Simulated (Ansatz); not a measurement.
Basis-set extrapolation for `[CH3][Al-]1([OH])[O]C=CC=[O+]1` (PBE0-D4/def2-TZVP geometry, frozen core, Ansatz 0.2.0). Multiplicity 1, RHF reference.

|  | def2-TZVPP | def2-QZVPP |
| --- | --- | --- |
| HF | -622.381153 | -622.406399 |
| MP2 correlation | -1.420384 | -1.525329 |
| CCSD(T) correlation | -1.515959 | not run |

Energies in hartree. Use E(X) = E(∞) + A·exp(−7.88·√X) for Hartree–Fock and E(X) = E(∞) + B·X^(−2.97) for correlation, with X = 3 and 4, and add CCSD(T) minus MP2 of the smaller set to the MP2 limit.

What is the CCSD(T) energy at the basis-set limit?

HF limit: -622.406399 + (-0.025246) × 0.13774 = -622.40988. MP2 limit: -1.525329 + (-0.104945) × 0.74074 = -1.60307. Higher-order term: -1.515959 − (-1.420384) = -0.09557. Total: -624.10852 hartree, 132.7 kcal/mol below CCSD(T)/def2-TZVPP.
